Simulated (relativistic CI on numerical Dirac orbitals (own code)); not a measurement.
Au⁵⁺ (5d6) in a crystal field

Calculated by Dirac-Coulomb-Breit CI, separate exchange-only KLI orbitals for each configuration, model QED, valence Slater integrals scaled by 0.9, one configuration in a parametric crystal field (own radial code). With so little scaling, terms lie 10 to 35 % too far apart, which can change the order of excited levels.

Field parameters in Wybourne normalisation: D4h B²₀ = −7Ds, B⁴₀ = 21(Dq − Dt), B⁴₄ = 21√(5/14) Dq. The field is a parameter set, without covalency.

S is read from ⟨S²⟩ = S(S + 1).

Levels (cm⁻¹, degeneracy): 0 (1), 18613 (1), 20557 (2), 20712 (1), 23689 (1), 25183 (1), 25573 (2), 30221 (1), 30484 (1), 31529 (2), 33365 (1), 34497 (2).

(1) Which field gives this pattern?
A. D4h, 10Dq = 37800, Ds = 950, Dt = 510 cm⁻¹
B. D4h, 10Dq = 37800, Ds = 3000, Dt = 510 cm⁻¹
C. D4h, 10Dq = 37800, Ds = 2590, Dt = 510 cm⁻¹
D. D4h, 10Dq = 37800, Ds = -270, Dt = 510 cm⁻¹

Results:

(1) A. D4h, 10Dq = 37800, Ds = 950, Dt = 510 cm⁻¹, ground level with S = 0.34.
